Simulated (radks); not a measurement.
Radial electron density D(r) = 4 pi r^2 rho(r) of an atom or ion with 20 electrons. Method: scalar-relativistic Kohn-Sham, PBEsol, spin-polarised, spherical densities, finite nucleus; Fermi nuclear charge, rms radius of each element as measured or else 0.836 A^(1/3) + 0.57 fm; computed with a radial shooting solver on a logarithmic mesh with Libxc functionals.

```
   r/bohr * D(r) (the largest magnitude, 29.8, reaches the edge; | marks zero)
 0.007132 |      *
 0.009287 |          *
  0.01209 |                *
  0.01562 |                      *
  0.02034 |                               *
  0.02649 |                                       *
  0.03449 |                                              *
  0.04491 |                                                  *
  0.05848 |                                               *
  0.07614 |                                          *
  0.09836 |                                      *
   0.1281 |                                        *
   0.1668 |                                                 *
   0.2172 |                                                      *
   0.2828 |                                              *
   0.3682 |                            *
   0.4794 |                *
   0.6193 |                 *
   0.8064 |                    *
     1.05 |               *
    1.367 |       *
     1.78 |  *
    2.318 |*
    3.019 |*
      3.9 *
    5.078 *
    6.612 *
```

What is the nuclear charge?

Answer. Z = 23. The innermost maximum, from 1s, lies near gamma/Z bohr with gamma = sqrt(1 - (Z/c)^2) = 0.986, here 0.0429 bohr (found: 0.0460), and its height grows with Z. The density is that of the vanadium ion V3+ in [Ar] 3d1 4p1; the configuration itself is not fixed sharply by these data, and Z only to about a unit. D(r) has 3 maxima, at r = 0.0460, 0.214, 0.800 bohr, and minima at 0.103, 0.532 bohr, inside which lie 2.13, 10.44 electrons.
